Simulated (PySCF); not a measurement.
Compound: C2H5ClSi.
Atom-mapped SMILES: `[Cl:1][C@@H:2]1[CH2:3][SiH2:4]1`

Lines to be assigned: C 1s: 290.49 (area 1), 291.62 (area 1) eV; Si 1s: 1846.67 eV; Si 2p3/2: 106.98 eV; Cl 1s: 2828.33 eV; Cl 2p3/2: 205.73 eV.

Level of theory: delta-SCF UKS SCAN, pcX-2 on the ionised atom, pcseg-1 elsewhere, spin-free X2C in PySCF 2.14.0. Geometry: PBE0-D3(BJ)/def2-SVP; no solvent, vibrations or thermal averaging.

(1) Order the carbon atoms by C 1s binding energy.

## Answers

(1) 290.49 eV: C3 (sp3 carbon bound to silicon); 291.62 eV: C2 (sp3 C–Cl carbon). The listed C 1s values span 1.13 eV, from C3 (bonded to C, 2 H and Si) to C2 (bonded to Cl, C, H and Si). Summing the Pauling electronegativity differences to the bonded atoms, each weighted by its formal bond order, gives -1.35 for the lowest site and -0.39 for the highest.

Bonded neighbours of each site: Cl1: C; C2: Cl, C, H and Si; C3: C, 2 H and Si; Si4: 2 C and 2 H.

Q: Which effective nuclear charge Zeff reproduces each element's mean 1s value in the hydrogen-like formula E = 13.606 eV × Zeff²?

A: C (Z = 6): mean 291.1 eV, Zeff = 4.63, Z − Zeff = 1.37; Si (Z = 14): mean 1846.7 eV, Zeff = 11.65, Z − Zeff = 2.35; Cl (Z = 17): mean 2828.3 eV, Zeff = 14.42, Z − Zeff = 2.58. Means run over the listed sites, weighted by atom count.

Spin–orbit coupling isn't in the SCF: each 2p doublet comes from a relaxed spin-free hole plus a matrix of the shell (mean-field spin–orbit coupling and the ground-state 2p splitting), with 2p3/2 averaged over its two sublevels. 2p1/2 minus 2p3/2 (ligand field included): Cl 1.65 eV, Si 0.62 eV.

Time: 20 s of wall time. Hardware: x86-64 server, one thread, no GPU, on a shared host.
